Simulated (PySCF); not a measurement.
# Reading a saddle point

A first-order saddle point of AlNH4F2, closed shell, PBE0-D4/def2-TZVP, with one imaginary mode of 1211i cm⁻¹:

```json
{"atom": "Al1", "x (Å)": "-0.5283", "y (Å)": "-0.6980", "z (Å)": "0.1058"}
{"atom": "H2", "x (Å)": "-1.0934", "y (Å)": "0.5392", "z (Å)": "-1.0455"}
{"atom": "F3", "x (Å)": "-0.1861", "y (Å)": "-2.0701", "z (Å)": "-0.7336"}
{"atom": "F4", "x (Å)": "-1.5504", "y (Å)": "-0.7076", "z (Å)": "1.3938"}
{"atom": "H5", "x (Å)": "-0.2084", "y (Å)": "0.8563", "z (Å)": "-0.6795"}
{"atom": "N6", "x (Å)": "0.8526", "y (Å)": "0.5417", "z (Å)": "0.2010"}
{"atom": "H7", "x (Å)": "1.7504", "y (Å)": "0.3785", "z (Å)": "-0.2359"}
{"atom": "H8", "x (Å)": "0.9632", "y (Å)": "1.1599", "z (Å)": "0.9939"}
```

Program: PySCF 2.14 with density fitting (its default auxiliary sets; JK sets also for MP2 and CCSD(T)). Basis: def2-TZVPP and def2-QZVPP. Cores are frozen in the correlated methods. Extrapolation: Hartree–Fock as exp(−7.88 √X), correlation as X^−2.97.

Problem. Which contacts change along the imaginary mode, and what lies on either side? (Judge from chemistry; the calculation decides.)

Solution. The calculation gives: The step is AlHF₂ ([F][AlH][F]) + NH₃ → AlNH₂F₂ ([NH2][Al]([F])[F]) + H₂, with the molecules in contact on both sides. Shortening one way: Al1–N6, H2–H5; lengthening the same way: Al1–H2, H5–N6.
```tsv
pair	one side (Å)	saddle (Å)	other side (Å)
Al1–N6	2.03	1.86	1.75
H2–H5	2.96	1.01	0.76
Al1–H2	1.58	1.78	2.28
H5–N6	1.01	1.41	2.81
```

Problem. Which side is lower, and how far does the saddle lie above each? (To be estimated.)

Solution. Computed: The side with Al1–H2, H5–N6 short is lower by 65.5 kJ/mol; the saddle lies 153.0 kJ/mol above it and 87.5 kJ/mol above the other (CCSD(T) at an estimated basis limit (MP2 extrapolated from triple and quadruple zeta, plus CCSD(T) − MP2 in triple zeta); electronic energies).

T1 diagnostic: at most 0.013.

The step is the kind of exchange with an N–H group that builds nitride films in atomic layer and chemical vapour deposition.

Labels in which every atom is bracketed show which atoms are joined, not bond orders.

For scale, one of the runs: CCSD(T)/def2-TZVPP, 191 basis functions, launched by `OMP_NUM_THREADS=4 python run.py`. Time: 5.9 min of wall clock on 4 CPU threads of an Arm Neoverse V2; the host was shared. Peak host memory: 2.4 GiB.
